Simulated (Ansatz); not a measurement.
The cluster Mo₅. Total charge 0; singlet. Geometry r2SCAN-D4/def2-SVP, basis def2-TZVP, Ansatz.

```
atom   x (Å)   y (Å)   z (Å)
 Mo1  -1.318  -0.928  -0.050
 Mo2  -0.896   1.237   0.643
 Mo3   0.896  -1.237  -0.643
 Mo4   0.939  -0.002   1.312
 Mo5   0.380   0.930  -1.262
```

```tsv
run	HOMO (eV)	LUMO (eV)
A	-4.17	-1.85
B	-3.49	-2.91
C	-5.17	-1.06
D	-3.83	-2.33
E	-3.56	-2.73
```

In the def2 sets Mo takes a core potential; there is no spin–orbit coupling. No other spin state of charge 0 was run. Another isomer (quintet) lies 0.06 eV lower at PBE0-D4/def2-TZVP; other spin states weren't run for this one.

Q: The runs used CAM-B3LYP, PBE, PBE0, r2SCAN, r2SCANh. Estimate which is which.

A: A PBE0 (25 % exact exchange); B PBE (0 % exact exchange); C CAM-B3LYP (range-separated); D r2SCANh (10 % exact exchange); E r2SCAN (0 % exact exchange). Exact exchange lowers occupied and raises empty levels; among semilocal functionals meta-GGAs tend to open the gap a little, and such runs are hard to tell apart. The gap grows from 0.58 eV (PBE) to 4.11 eV (CAM-B3LYP). The restricted singlet is unstable towards broken spin symmetry in Hartree–Fock (as tested in another run); at PBE0-D4/def2-TZVP, PBE-D4/def2-TZVP, CAM-B3LYP-D4/def2-TZVP, r2SCANh-D4/def2-TZVP and others this wasn't settled.
